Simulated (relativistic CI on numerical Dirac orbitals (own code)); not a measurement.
## Hyperfine structure of Fe XXIV, mass number 57

Calculated at this level of theory: Dirac-Coulomb-Breit CI, separate exchange-only KLI orbitals for each configuration, model QED (radiative potential, 1s self-energy scaled to tabulated hydrogen-like ionisation energies), unscaled Slater integrals (own radial code, finite nucleus).

Configurations in the expansion (outside the closed core 1s2): 2s, 2p, 3s, 3p, 3d, 4s, 4p, 4d, 4f, 5s, 5p, 5d, 5f, 5g. Levels of other configurations are missing.

Nuclear spin I = 1/2, μ = 0.09064 μN (tables of Stone and Pyykkö). The electronic factors are computed for point nuclear moments, without core polarisation or the Bohr-Weisskopf and QED corrections.

| Level | E (10³ cm⁻¹) | A (MHz) |
| --- | --- | --- |
| 2s 2S_1/2 | 0.0 | 96800 |
| 2p 2P°_1/2 | 393.2 | 30350 |
| 2p 2P°_3/2 | 521.8 | 5722 |
| 3s 2S_1/2 | 9267.7 | 28470 |
| 3p 2P°_1/2 | 9376.9 | 9136 |
| 3p 2P°_3/2 | 9414.9 | 1723 |
| 3d 2D_3/2 | 9455.6 | 962.9 |
| 3d 2D_5/2 | 9467.7 | 409 |

Levels with J = 0, under 50 % of one LS term, or S terms without an open s electron are left out. Small factors come from cancelling terms and can be off by tens of per cent or more.

At this charge energies of transitions that change n are usually good to better than 1 %, and those within a shell (Δn = 0) to a few per cent.

Give the hyperfine levels of 2s 2S_1/2 relative to its centre of gravity.

With K = F(F + 1) − I(I + 1) − J(J + 1), E = AK/2: F = 0: -72600, F = 1: 24200 MHz.
